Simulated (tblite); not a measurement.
Run record: tight-binding relaxation, `[SiH3]CSC[SiH2]/C=C\Br`.

Computed with GFN2-xTB geometry optimisation, gas phase (tblite 0.8.0). Start geometry: from a force field or distance geometry. The command runs a driver script over a list of jobs; the input below is this job's line of settings and its coordinates in Å.

Command:
```bash
OMP_NUM_THREADS=1 python probes_run.py task.json out
```

Input:
```
{"job": {"kind": "relax", "xc": "GFN2-xTB", "basis": "xTB"}, "charge": 0, "multiplicity": 1}
Si     3.388100     0.785200    -0.130200
C      2.705100    -0.849800    -0.693400
S      1.259600    -1.409500     0.228500
C     -0.097200    -0.262500    -0.212400
Si    -1.688000    -0.712600     0.652200
C     -2.829100     0.726900     0.512200
C     -3.954800     0.676000    -0.180700
Br    -4.482600    -0.929800    -1.098100
H      2.454600     1.581700     0.649100
H      4.653900     0.510500     0.567200
H      3.746900     1.520500    -1.374000
H      2.420400    -0.742800    -1.770800
H      3.505500    -1.647300    -0.696800
H     -0.191000    -0.306100    -1.317200
H      0.193800     0.751300     0.110900
H     -1.531900    -1.016300     2.086800
H     -2.340000    -1.822900    -0.072400
H     -2.578900     1.637300     1.009600
H     -4.644200     1.519400    -0.262900
```

Output:
```
step      E/eV     max force
  0    -677.23798    1.879
  1    -677.40206    0.940
  2    -677.46441    0.764
  3    -677.51508    0.723
  4    -677.57830    0.536
  5    -677.61316    0.307
  6    -677.62898    0.314
  7    -677.64175    0.299
  8    -677.65561    0.370
  9    -677.66953    0.364
... (158 lines left out)
168    -677.80408    0.036
169    -677.80428    0.024
170    -677.80453    0.026
171    -677.80462    0.020
172    -677.80470    0.022
173    -677.80474    0.013
174    -677.80479    0.012
175    -677.80482    0.014
176    -677.80484    0.011
177    -677.80484    0.008
```

«max force» is the largest atomic force in eV/Å.

Q: From which step on does the largest force stay under 0.1 eV/Å, and how much energy is left to gain from there?

A: From step 129 (0.073 eV/Å), 23.1 meV above the end.

Main results: energy lowered by 13.1 kcal/mol over 177 steps; largest atomic force 0.008 eV/Å at the end.

Q: Where do the atoms end?

A: 0.816 Å rms from the input after alignment:
```
atom  x, y, z in Å
Si1    3.4174    0.7668   -0.0296
C2     2.7053   -0.7870   -0.8722
S3     1.2413   -1.4799   -0.0264
C4     0.0672   -0.1072   -0.1908
Si5   -1.6596   -0.7708    0.2392
C6    -2.8308    0.6966    0.0491
C7    -4.1308    0.5880    0.2543
Br8   -4.9312   -1.0462    0.7625
H9     2.5536    1.9178   -0.3098
H10    3.4850    0.5271    1.4092
H11    4.7385    1.0035   -0.6094
H12    2.4282   -0.6160   -1.9128
H13    3.4283   -1.6009   -0.8525
H14    0.1211    0.2475   -1.2186
H15    0.3831    0.6941    0.4749
H16   -1.6795   -1.2517    1.6227
H17   -2.0294   -1.8294   -0.7041
H18   -2.4628    1.6728   -0.2385
H19   -4.8546    1.3841    0.1606
```

Q: Estimate the wall time. Hardware: Arm Neoverse N1, one thread, shared host with 64 logical CPUs at a one-minute load of 60.

A: About 3.6 s.
Labels such as C1 count atoms from 1, the log's own numbers from 0.
